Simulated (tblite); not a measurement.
C5H12N2Si.
Atom-mapped SMILES: `[CH3:1][SiH:2]([CH3:3])[N:4]1[CH2:5][CH2:6][CH:7]=[N:8]1` (hydrogens: H9, H10, H11 on C1; H12 on Si2; H13, H14, H15 on C3; H16, H17 on C5; H18, H19 on C6; H20 on C7)

Cartesian coordinates in Å at the GFN2-xTB level; atoms count from 1:
```
atom  x, y, z in Å
C1    -2.0758   -1.4030   -0.3659
Si2   -1.1674    0.1734   -0.9207
C3    -1.9829    1.7549   -0.2791
N4     0.4258    0.1333   -0.2324
C5     1.3520   -1.0076   -0.2306
C6     2.6716   -0.4099    0.2765
C7     2.2597    1.0309    0.4631
N8     1.0480    1.2595    0.1658
H9    -3.0766   -1.4395   -0.7836
H10   -1.5556   -2.2983   -0.6930
H11   -2.1695   -1.4524    0.7154
H12   -1.0828    0.1694   -2.3973
H13   -2.2164    1.6819    0.7785
H14   -2.9065    1.9586   -0.8103
H15   -1.3214    2.6038   -0.4100
H16    1.4370   -1.4154   -1.2412
H17    0.9619   -1.7886    0.4262
H18    3.4853   -0.5004   -0.4454
H19    3.0023   -0.8495    1.2191
H20    2.9061    1.8093    0.8197
```

Calculated harmonic vibrations of the isolated species, GFN2-xTB (tblite), most abundant isotopes, no scaling. This tight-binding method is rough: wavenumbers can miss measured ones by several per cent, in bad cases by 10 to 20. Modes of hydrogen on silicon can be 10 to 20 % off. One conformer, not necessarily the lowest.

Harmonic wavenumbers (cm⁻¹): 32.6, 70.6, 81.4, 113.5, 124.0, 158.8, 173.7, 227.6, 251.6, 459.6, 493.2, 626.9, 653.6, 699.7, 749.3, 766.2, 778.1, 800.4, 836.4, 837.0, 843.6, 851.2, 878.8, 972.6, 1023.1, 1038.3, 1101.6, 1114.2, 1187.4, 1197.7, 1203.0, 1256.9, 1318.4, 1370.8, 1374.5, 1462.7, 1479.1, 1480.4, 1488.5, 1491.8, 1497.2, 1665.8, 2119.7, 2927.0, 2957.3, 2958.9, 2981.3, 3034.9, 3041.6, 3045.6, 3052.7, 3055.0, 3065.5, 3154.0.

A = 3147, B = 1191, C = 926.7 MHz; mass 128.077 u (most abundant isotopes); point group C1, symmetry number 1.

Question: What is the zero-point energy?

Answer: ½Σν̃ = 35813 cm⁻¹ = 102.39 kcal/mol.

Question: Give the ideal-gas entropy at 273.15 K and 1 bar in the rigid-rotor, harmonic-oscillator model (classical rotation).

Answer: Translation 40.05, rotation 28.66, vibration 30.84: S = 99.5 cal/(mol K).

Question: And Cp and H(273.15 K) − H(0)?

Answer: Cp = 36.70 cal/(mol K), of which vibrations give 28.75 (their classical limit is 54 R = 107.3); H(273.15 K) − H(0) = 6.38 kcal/mol without the zero-point energy, 4.20 from vibrations.

Question: What must be added to the electronic energy to get the Gibbs energy at 273.15 K and 1 bar?

Answer: ZPE + [H(273.15 K) − H(0)] − T·S = 102.39 + 6.38 − 27.19 = 81.58 kcal/mol.

Question: How do the functions run with temperature in this model?

Answer: 
```
 T (K)  S (cal/(mol K))  Cp (cal/(mol K))  H − H(0) (kcal/mol)  G − H(0) (kcal/mol)  ln q(vib)
   150             81.6              25.0                 2.62                -9.62       4.11
   250             96.4              34.3                 5.55               -18.55       7.11
298.15            102.9              39.4                 7.33               -23.35       8.48
   400            115.9              49.9                11.88               -34.49      11.30
   600            139.5              66.3                23.60               -60.08      16.67
   900            169.6              82.1                46.05              -106.59      24.25
```

q(vib) and H(0) count from the zero-point level.

Question: Which modes carry the vibrational entropy at 273.15 K?

Answer: 32.6 cm⁻¹: 5.49; 70.6 cm⁻¹: 3.96; 81.4 cm⁻¹: 3.69; 113.5 cm⁻¹: 3.04; 124.0 cm⁻¹: 2.87; 158.8 cm⁻¹: 2.40 cal/(mol K); the other 48 give 9.39 together.

Question: Blend soft modes into free rotors: weight 1/[1 + (100 cm⁻¹/ν̃)⁴] for the oscillator and the rest for a rotor with moment μB/(μ + B), μ = h/(8π²ν), B = 10⁻⁴⁴ kg m². What vibrational entropy results?

Answer: 27.84 cal/(mol K) in place of 30.84, which changes −T·S at 273.15 K by +0.82 kcal/mol.

Hindered rotation and anharmonicity are outside this model. Other conformers, if any are populated, would add a mixing term that is left out. The structure is chiral; the term R ln 2 for an equal mix with its mirror image is left out.
